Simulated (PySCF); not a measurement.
CH6O3Si.
Bonds: C1–O2, O2–Si3, Si3–O4, Si3–O5. Hydrogens: H6, H7, H8 on C1; H9 on Si3; H10 on O4; H11 on O5.

Computed by this run: PBE0-D3(BJ)/def2-SVP geometry optimisation, gas phase (PySCF); density fitting, grid level 1; the optimiser is geomeTRIC in internal coordinates, started from a GFN2-xTB structure with every atom displaced at random (about 0.01 Å).

Step 12: E = -15137.6749 eV
```
atom  x, y, z in Å  |  force x, y, z in eV/Å
C1      1.7624    0.1421    0.1969    0.033  -0.235   0.081
O2      0.4598    0.6452    0.2644    0.010   0.117   0.006
Si3    -0.8772    0.0183   -0.4589   -0.088  -0.207   0.012
O4     -1.1552   -1.4592    0.2444    0.068   0.114  -0.042
O5     -2.0983    1.0964   -0.2018    0.076   0.021  -0.032
H6      1.8284   -0.8900    0.5961   -0.023   0.132  -0.042
H7      2.4236    0.7821    0.8000    0.008   0.018  -0.009
H8      2.1478    0.1304   -0.8388    0.007   0.023  -0.009
H9     -0.7096   -0.1606   -1.9255   -0.042   0.038   0.017
H10    -1.7961   -2.0306   -0.1867   -0.017  -0.003   0.001
H11    -1.9473    1.7003    0.5325   -0.034  -0.019   0.017
```

Step 13: E = -15137.6860 eV
```
atom  x, y, z in Å  |  force x, y, z in eV/Å
C1      1.7646    0.1123    0.1994    0.001   0.070  -0.001
O2      0.4869    0.6836    0.2388   -0.007   0.047  -0.111
Si3    -0.8613    0.0651   -0.4812    0.034   0.116   0.017
O4     -1.1166   -1.3927    0.2524    0.008  -0.158   0.059
O5     -2.0725    1.1574   -0.2561   -0.030   0.005   0.044
H6      1.7835   -0.8808    0.6751   -0.001  -0.087   0.028
H7      2.4628    0.7677    0.7427   -0.007  -0.008  -0.004
H8      2.1389    0.0082   -0.8361   -0.003  -0.007   0.010
H9     -0.7434   -0.1029   -1.9499    0.036  -0.015  -0.022
H10    -1.7036   -2.0251   -0.1698   -0.026   0.050  -0.017
H11    -2.1011    1.5816    0.6073   -0.004  -0.012  -0.003
```

Step 14: E = -15137.6893 eV
```
atom  x, y, z in Å  |  force x, y, z in eV/Å
C1      1.7604    0.1122    0.2019    0.001   0.078  -0.003
O2      0.4881    0.6978    0.2183   -0.008   0.025  -0.087
Si3    -0.8611    0.0657   -0.4874    0.014   0.118   0.015
O4     -1.0939   -1.4010    0.2365    0.020  -0.157   0.049
O5     -2.0860    1.1364   -0.2347   -0.014   0.033  -0.004
H6      1.7639   -0.8699    0.7001    0.001  -0.084   0.028
H7      2.4611    0.7729    0.7352   -0.007  -0.009   0.000
H8      2.1417   -0.0194   -0.8279   -0.006  -0.008   0.009
H9     -0.7506   -0.0906   -1.9586    0.011  -0.015  -0.010
H10    -1.7024   -2.0211   -0.1737   -0.015   0.041  -0.009
H11    -2.0828    1.5914    0.6130    0.002  -0.022   0.012
```

Step 15: E = -15137.6944 eV
```
atom  x, y, z in Å  |  force x, y, z in eV/Å
C1      1.7532    0.1043    0.2084    0.002   0.088  -0.015
O2      0.5035    0.7380    0.1607    0.000  -0.029  -0.051
Si3    -0.8552    0.0858   -0.5077    0.011   0.105   0.007
O4     -1.0377   -1.3944    0.2074    0.028  -0.106   0.036
O5     -2.0952    1.1263   -0.2096   -0.031   0.031  -0.045
H6      1.7110   -0.8370    0.7789    0.003  -0.062   0.022
H7      2.4721    0.7783    0.6988   -0.005  -0.012   0.009
H8      2.1414   -0.1197   -0.8027   -0.005  -0.009   0.009
H9     -0.7827   -0.0548   -1.9832   -0.010  -0.006   0.003
H10    -1.6709   -2.0035   -0.1815   -0.008   0.019  -0.001
H11    -2.1012    1.5512    0.6532    0.016  -0.018   0.025
```

Question: Estimate the geometry and energy of step 16. (The exact step hangs on the optimiser's Hessian estimate; all steps are aligned on step 15, rigid shifts and turns removed.)

Answer: E = -15137.6966 eV, largest force 0.062 eV/Å
```
atom  x, y, z in Å  |  force x, y, z in eV/Å
C1      1.7476    0.0995    0.2139   -0.005   0.033   0.006
O2      0.5188    0.7674    0.1039    0.023  -0.050  -0.028
Si3    -0.8513    0.1041   -0.5284    0.016   0.025   0.008
O4     -0.9890   -1.3868    0.1823    0.017  -0.013   0.006
O5     -2.0991    1.1233   -0.1918   -0.036   0.021  -0.039
H6      1.6646   -0.8055    0.8390    0.004  -0.010  -0.003
H7      2.4787    0.7796    0.6764   -0.005  -0.003   0.011
H8      2.1455   -0.1997   -0.7733   -0.003   0.001   0.003
H9     -0.8217   -0.0286   -2.0058   -0.017   0.007   0.007
H10    -1.6450   -1.9861   -0.1834   -0.006  -0.003   0.007
H11    -2.1107    1.5073    0.6899    0.014  -0.007   0.021
```

The energy changes by -0.0022 eV. The first-order estimate −F·Δx gives -0.0039 eV and the mean of the old and new forces, exact on a quadratic surface, -0.0026 eV. The step makes an angle of 84° with the force vector and moves no atom by more than 0.085 Å.

The cost below is that of the whole optimisation. Hardware: one thread of an Arm Neoverse V1, shared host with 32 logical CPUs at a one-minute load of 22. Cost: 96 s wall, 0.43 GiB resident at most.
